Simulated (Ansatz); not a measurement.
Frontier orbitals of C2H8BGa, SMILES `C[B](C)[GaH2]`.

Cartesian coordinates in Å:
```
C -0.4690 -0.2721 -1.4838
B 0.0173 0.0039 -0.0215
C 1.4859 0.5007 0.1964
Ga -1.2681 -0.2850 1.6058
H -1.2523 -1.0233 -1.6042
H -0.9169 0.6824 -1.8071
H 0.3442 -0.4779 -2.1878
H 1.6677 1.1146 1.0810
H 2.0670 -0.4241 0.3488
H 1.9212 0.9893 -0.6817
H -1.3125 -1.6257 2.4442
H -2.2847 0.8172 2.1098
```

The species carries charge 0 and has multiplicity 1. Correlated methods include outer-core shells of Ga, which these sets cover unevenly. Scalar relativity is left out up to krypton. All single points use the PBE0-D4/def2-TZVP geometry. Basis def2-TZVPP, the Gaussian-basis code of Ansatz.

```tsv
functional	HOMO (eV)	LUMO (eV)
HF	-9.50	1.34
```

(1) Give HOMO and LUMO (eV) with LDA (SPW92), PBE, revPBE, BLYP, r2SCAN, B97M-V, PBE0, B3LYP, r2SCANh, r2SCAN0, HSE06 (plane-wave form), BHLYP, CAM-B3LYP, LC-ωPBE, ωB97X-V, ωB97M-V. (An estimate is asked.)

Answers

(1) Computed: 
| functional | HOMO | LUMO |
| --- | --- | --- |
| LDA (SPW92) | -5.83 | -2.50 |
| PBE | -5.73 | -2.23 |
| revPBE | -5.69 | -2.10 |
| BLYP | -5.64 | -2.18 |
| r2SCAN | -5.95 | -1.95 |
| B97M-V | -6.03 | -2.17 |
| PBE0 | -6.85 | -1.42 |
| B3LYP | -6.68 | -1.70 |
| r2SCANh | -6.37 | -1.67 |
| r2SCAN0 | -6.99 | -1.27 |
| HSE06 (plane-wave form) | -6.45 | -1.79 |
| BHLYP | -7.90 | -0.69 |
| CAM-B3LYP | -8.17 | -0.55 |
| LC-ωPBE | -9.46 | 0.67 |
| ωB97X-V | -9.13 | 0.49 |
| ωB97M-V | -8.96 | 0.24 |

B3LYP here is the variant with VWN-RPA as its local correlation; programs differ in this. LC-ωPBE has ω = 0.4 bohr⁻¹. Positive LUMOs are unbound and depend on the basis.
